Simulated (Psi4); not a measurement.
## A ladder of methods for TaOF3 (SMILES [O]=[Ta]([F])([F])[F])

TaOF3: 5 atoms, total charge 0, spin state singlet. As SMILES, `[O]=[Ta]([F])([F])[F]`. Geometry: optimised at PBE0/def2-TZVP.

Each level gives the HOMO–LUMO gap (eV). The values are calculated.

```csv
level,kind,program,value (eV),CPU time
"PBE-D4/def2-TZVPP (density fitting, core potential)",GGA,Psi4,6.20,50 s
"r2SCAN-D4/def2-TZVPP (density fitting, core potential)",meta-GGA,Psi4,6.73,2 min
"B3LYP-D4/def2-TZVPP (density fitting, core potential)",global hybrid,Psi4,8.15,46 s
"PBE0-D4/def2-TZVPP (density fitting, core potential)",global hybrid,Psi4,8.73,49 s
"wB97M-V/def2-TZVPP (density fitting, core potential)",range-separated hybrid,Psi4,13.06,2.1 min
```

The values span 6.20 to 13.06 eV. Orbital gaps aren't excitation energies; they tend to grow with the share of exact exchange. Times are those of the runs behind each value, whatever else they computed, on shared processors of several kinds: orders of magnitude only.
